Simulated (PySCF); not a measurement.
A GIAO shielding run with PySCF 2.14 (density fitting, non-relativistic, gas phase) on 4-chlorobutyric acid (O=C(O)CCCCl, C4H7ClO2):

```
$ OMP_NUM_THREADS=1 python probes_run.py task.json out

{"job": {"kind": "nmr", "xc": "PBE0", "basis": "pcSseg-1"}, "charge": 0, "multiplicity": 1}
O      1.524030     0.586721     1.130671
C      1.455227     0.356834    -0.046720
O      2.370249     0.794385    -0.920248
C      0.377191    -0.440929    -0.735161
C     -0.726973    -0.880891     0.222435
C     -1.555850     0.289895     0.724539
Cl    -2.424748     1.078354    -0.622652
H      3.056122     1.308268    -0.465586
H      0.853518    -1.307529    -1.197884
H     -0.035105     0.171547    -1.539667
H     -0.279013    -1.365819     1.092227
H     -1.376426    -1.597614    -0.282040
H     -2.314314    -0.041720     1.432924
H     -0.924586     1.048024     1.184997
```

Hardware: 1 thread of an Arm Neoverse N1, shared host. The job also computes population analyses, field gradients.

Task: How large is the calculation?

Result: 64 electrons, 161 basis functions and 857 auxiliary functions.

Task: How long does it take, and how much memory does it need?

Result: 38 s of wall time, with 14 SCF cycles and 5 response iterations; peak memory 0.73 GiB. Times on a shared host scatter by some tens of per cent.
